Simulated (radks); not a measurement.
Ge II, 31 electrons, occupied as [Ar] 3d10 4s2 4p0.5 5p0.5 (fractional occupations, a model configuration). All-electron calculation, Dirac Kohn-Sham, PBE, spin-unpolarised, spherical densities, point nucleus; open shells fill j = l - 1/2 first. Program: a radial shooting solver on a logarithmic mesh with Libxc functionals.

Normalised radial functions P(r) = r R(r) (large component), r in bohr:

| r | 4s1/2 | 4p1/2 |
|---|---|---|
| 0.001827 | 0.0249 | 0.0006 |
| 0.002476 | 0.0328 | 0.0009 |
| 0.003329 | 0.0425 | 0.0015 |
| 0.004511 | 0.0549 | 0.0025 |
| 0.006114 | 0.0699 | 0.0041 |
| 0.008286 | 0.0870 | 0.0069 |
| 0.01123 | 0.1053 | 0.0115 |
| 0.0151 | 0.1216 | 0.0189 |
| 0.02046 | 0.1323 | 0.0310 |
| 0.02773 | 0.1295 | 0.0494 |
| 0.03758 | 0.1039 | 0.0758 |
| 0.05053 | 0.0490 | 0.1090 |
| 0.06848 | -0.0395 | 0.1464 |
| 0.09281 | -0.1436 | 0.1745 |
| 0.1258 | -0.2196 | 0.1709 |
| 0.1705 | -0.2043 | 0.1093 |
| 0.2292 | -0.0614 | -0.0159 |
| 0.3106 | 0.1761 | -0.1782 |
| 0.421 | 0.3566 | -0.2892 |
| 0.5705 | 0.3062 | -0.2529 |
| 0.767 | -0.0009 | -0.0491 |
| 1.04 | -0.4291 | 0.2635 |
| 1.409 | -0.7371 | 0.5525 |
| 1.909 | -0.7707 | 0.6945 |
| 2.588 | -0.5516 | 0.6258 |
| 3.479 | -0.2716 | 0.4136 |
| 4.715 | -0.0821 | 0.1869 |
| 6.39 | -0.0142 | 0.0559 |
| 8.661 | -0.0011 | 0.0091 |
| 11.64 | 0.0000 | 0.0007 |
| 15.78 | 0.0000 | 0.0000 |
| 21.39 | 0.0000 | 0.0000 |

4s1/2: eigenvalue -22.155 eV, 3 radial nodes at r = 0.0605, 0.249, 0.767 bohr, <r> = 1.99 bohr, 90 % of the charge inside 2.96 bohr. 4p1/2: eigenvalue -13.375 eV, 2 radial nodes at r = 0.222, 0.808 bohr, <r> = 2.44 bohr, 90 % of the charge inside 3.70 bohr.
